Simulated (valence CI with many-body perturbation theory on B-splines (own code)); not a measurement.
E1 line list for Ba⁵¹⁺

Method: relativistic CI+MBPT: three valence electrons over a frozen Dirac-Fock core [He], a basis of 11 s, 11 p, 9 d, 7 f, 5 g, 2 h, 1 i functions for each j, with the one-electron correlation potential Σ1, the two-electron term Σ2, the three-electron term Σ3, Breit, model QED; selected CI, second order for the rest (own B-spline code, finite nucleus).

The last digits are not significant, and no measured levels were compared; by estimate large intervals hold to a few tenths of a per cent, small ones and those within an open d or f shell to about a per cent.

Lines 51 to 100 of 283 in falling wavelength, among levels below 53564 × 10³ cm⁻¹, chosen from the strongest by gf and those to the six lowest levels. Wavelengths and rates use the calculated energies. Electric multipoles are in the length gauge, E1 and E2 with the static RPA response of the core. Weak lines are less certain than strong ones. Lines between different terms over intervals too small for the method are left out, as are lines whose strength nearly cancels. The highest levels of a list are the least certain.

Levels are named by their leading jj configuration (3d3/2^4 stands for four electrons in 3d with j = 3/2), which in mixed levels can hold well under half, so a name can repeat and another be missing. Letters in brackets count levels of one name in rising energy.

```
λ vac (nm)                          Upper                       Lower   A (s⁻¹)  log gf  Branch %
     6.040         (2s 2p1/2 2p3/2) J=1/2          (2s^2 2p3/2) J=3/2  9.34e+09   -1.99       0.8
     6.032     (2s 2p1/2 2p3/2) J=3/2 [b]          (2s^2 2p3/2) J=3/2  6.37e+09   -1.86       0.7
     5.799         (2p1/2 2p3/2 3s) J=5/2         (2s 2p3/2 3s) J=5/2  6.46e+10   -0.71       0.1
     5.248          (2p1/2^2 2p3/2) J=3/2      (2s 2p1/2 2p3/2) J=5/2  4.66e+10   -1.11       6.1
     5.005             (2s^2 2p3/2) J=3/2          (2s 2p1/2^2) J=1/2  8.59e+08   -2.89      71.5
     4.607          (2p1/2^2 2p3/2) J=3/2  (2s 2p1/2 2p3/2) J=3/2 [a]  1.51e+10   -1.72       2.0
     2.292     (2s 2p1/2 2p3/2) J=3/2 [a]          (2s^2 2p1/2) J=1/2  4.81e+09   -2.82      86.3
     2.218             (2s 2p3/2^2) J=5/2          (2s^2 2p3/2) J=3/2  2.02e+11   -1.05      99.6
     2.170          (2p1/2 2p3/2^2) J=3/2      (2s 2p1/2 2p3/2) J=1/2  5.02e+11   -0.85      33.9
     2.108  (2p1/2 2p3/2 3d3/2) J=5/2 [a]      (2s 2p1/2 3d3/2) J=5/2  3.09e+11   -0.91       0.6
     2.097          (2p1/2 2p3/2^2) J=5/2  (2s 2p1/2 2p3/2) J=3/2 [b]  5.93e+11   -0.63      45.2
     2.093      (2p1/2 2p3/2 3d5/2) J=9/2      (2s 2p1/2 3d5/2) J=7/2  4.79e+11   -0.50      23.0
     2.089      (2p1/2 2p3/2 3p3/2) J=7/2      (2s 2p1/2 3p3/2) J=5/2  5.69e+11   -0.53       0.4
     2.089                (2p3/2^3) J=3/2          (2s 2p3/2^2) J=3/2  1.41e+12   -0.43      63.6
     2.082     (2p1/2 2p3/2 3s) J=3/2 [b]     (2s 2p1/2 3s) J=1/2 [b]  4.44e+11   -0.94       0.6
     2.078  (2p1/2 2p3/2 3d5/2) J=7/2 [a]  (2s 2p1/2 3d5/2) J=5/2 [a]  4.66e+11   -0.62       2.6
     2.072     (2s 2p3/2 3d5/2) J=7/2 [b]          (2s^2 3d5/2) J=5/2  7.58e+11   -0.41       0.4
     2.071  (2p1/2 2p3/2 3d3/2) J=5/2 [b]  (2s 2p1/2 3d3/2) J=3/2 [b]  4.65e+11   -0.75       0.1
     2.066  (2p1/2 2p3/2 3p3/2) J=5/2 [a]  (2s 2p1/2 3p3/2) J=3/2 [a]  4.65e+11   -0.75       0.3
     2.062     (2s 2p3/2 3p3/2) J=5/2 [b]          (2s^2 3p3/2) J=3/2  8.51e+11   -0.49       0.9
     2.061      (2p1/2 2p3/2 3d3/2) J=7/2      (2s 2p1/2 3d3/2) J=5/2  4.75e+11   -0.62      16.9
     2.057  (2p1/2 2p3/2 3d5/2) J=7/2 [b]  (2s 2p1/2 3d5/2) J=5/2 [b]  2.77e+11   -0.85       0.0
     2.055  (2p1/2 2p3/2 3p1/2) J=3/2 [b]  (2s 2p1/2 3p1/2) J=1/2 [b]  5.99e+11   -0.82       0.3
     2.051      (2p1/2 2p3/2 3p1/2) J=5/2      (2s 2p1/2 3p1/2) J=3/2  5.54e+11   -0.68       0.3
     2.043  (2p1/2 2p3/2 3d5/2) J=3/2 [b]  (2s 2p1/2 3d5/2) J=5/2 [b]  4.67e+11   -0.93       0.1
     2.039     (2s 2p3/2 3d3/2) J=5/2 [b]          (2s^2 3d3/2) J=3/2  7.67e+11   -0.54       0.2
     2.037  (2p1/2 2p3/2 3d3/2) J=3/2 [a]  (2s 2p1/2 3d3/2) J=3/2 [a]  5.35e+11   -0.88       0.4
     2.036         (2s 2p3/2 3p1/2) J=1/2          (2s^2 3p1/2) J=1/2  9.94e+11   -0.91       0.9
     2.035            (2s 2p3/2 3s) J=1/2             (2s^2 3s) J=1/2  9.81e+11   -0.91       0.9
     2.031     (2s 2p3/2 3p1/2) J=3/2 [b]          (2s^2 3p1/2) J=1/2  8.97e+11   -0.65       1.0
     2.028     (2s 2p3/2 3d5/2) J=5/2 [b]          (2s^2 3d5/2) J=5/2  9.01e+11   -0.48       0.1
     2.026     (2s 2p3/2 3d3/2) J=3/2 [b]          (2s^2 3d3/2) J=3/2  7.90e+11   -0.71       0.1
     2.023        (2s 2p3/2 3s) J=3/2 [b]             (2s^2 3s) J=1/2  9.10e+11   -0.65       1.8
     2.022     (2s 2p3/2 3p3/2) J=3/2 [b]          (2s^2 3p3/2) J=3/2  8.69e+11   -0.67       1.0
     2.021  (2p1/2 2p3/2 3d5/2) J=7/2 [b]      (2s 2p1/2 3d5/2) J=7/2  3.04e+11   -0.83       0.0
     2.020     (2s 2p3/2 3d5/2) J=3/2 [b]          (2s^2 3d5/2) J=5/2  1.01e+12   -0.61       0.2
     2.014     (2s 2p3/2 3d3/2) J=1/2 [b]          (2s^2 3d3/2) J=3/2  9.32e+11   -0.95       0.2
     2.011         (2p1/2 2p3/2 3s) J=5/2         (2s 2p1/2 3s) J=3/2  3.92e+11   -0.85       0.9
     1.989          (2p1/2 2p3/2^2) J=3/2      (2s 2p1/2 2p3/2) J=5/2  9.09e+10   -1.67       6.1
     1.981         (2s 2p1/2 2p3/2) J=1/2          (2s^2 2p1/2) J=1/2  1.14e+12   -0.87      99.2
     1.981     (2s 2p1/2 2p3/2) J=3/2 [b]          (2s^2 2p1/2) J=1/2  9.27e+11   -0.66      99.3
     1.964          (2p1/2 2p3/2^2) J=1/2  (2s 2p1/2 2p3/2) J=3/2 [b]  1.17e+12   -0.87      68.7
     1.963          (2p1/2 2p3/2^2) J=1/2      (2s 2p1/2 2p3/2) J=1/2  4.93e+11   -1.24      28.9
     1.949             (2s 2p3/2^2) J=1/2          (2s^2 2p3/2) J=3/2  9.35e+11   -0.97      99.8
     1.946             (2s 2p3/2^2) J=3/2          (2s^2 2p3/2) J=3/2  1.60e+12   -0.44      98.6
     1.946          (2p1/2^2 2p3/2) J=3/2          (2s 2p1/2^2) J=1/2  6.79e+11   -0.81      89.5
     1.927          (2p1/2 2p3/2^2) J=5/2      (2s 2p1/2 2p3/2) J=5/2  6.74e+11   -0.65      51.4
     1.890          (2p1/2 2p3/2^2) J=3/2  (2s 2p1/2 2p3/2) J=3/2 [a]  7.64e+11   -0.79      51.5
     1.833          (2p1/2 2p3/2^2) J=5/2  (2s 2p1/2 2p3/2) J=3/2 [a]  1.40e+10   -2.37       1.1
     1.731          (2p1/2 2p3/2^2) J=1/2  (2s 2p1/2 2p3/2) J=3/2 [a]  1.41e+10   -2.90       0.8
```

(1) How does gf follow from A for the line at 5.799 nm?

Answers

(1) gf = 1.4992 × (2J+1)_upper × A / σ², with σ = 1724397 cm⁻¹ and 2J+1 = 6: gf = 0.195.
